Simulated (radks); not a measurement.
Problem. The mean radii <r> (bohr) of the occupied orbitals of an atom or ion are listed with their occupations. Method: scalar-relativistic Kohn-Sham, BLYP, spin-polarised, spherical densities, finite nucleus; Fermi nuclear charge, rms radius of each element as measured or else 0.836 A^(1/3) + 0.57 fm; computed with a radial shooting solver on a logarithmic mesh with Libxc functionals.

orbital  occ.      <r>
1s up       1  0.01715
1s down     1  0.01715
2s up       1  0.07217
2s down     1  0.07216
2p up       3  0.06500
2p down     3  0.06499
3s up       1   0.1825
3s down     1   0.1826
3p up       3   0.1822
3p down     3   0.1823
3d up       5   0.1636
3d down     4   0.1637

Name the element and its charge. Open shells, if any, are filled with parallel spins first.

Solution. Z = 78, platinum, charge +51: Pt51+ in [Ar] 3d9. The 1s radius gives Z: for a bare nucleus <r> = (2 gamma + 1)/(2Z) with gamma = sqrt(1 - (Z/c)^2), 0.01695 bohr for Z = 78, and screening makes it slightly larger (0.01715 here). The occupations add up to 27, and the charge is Z minus that.
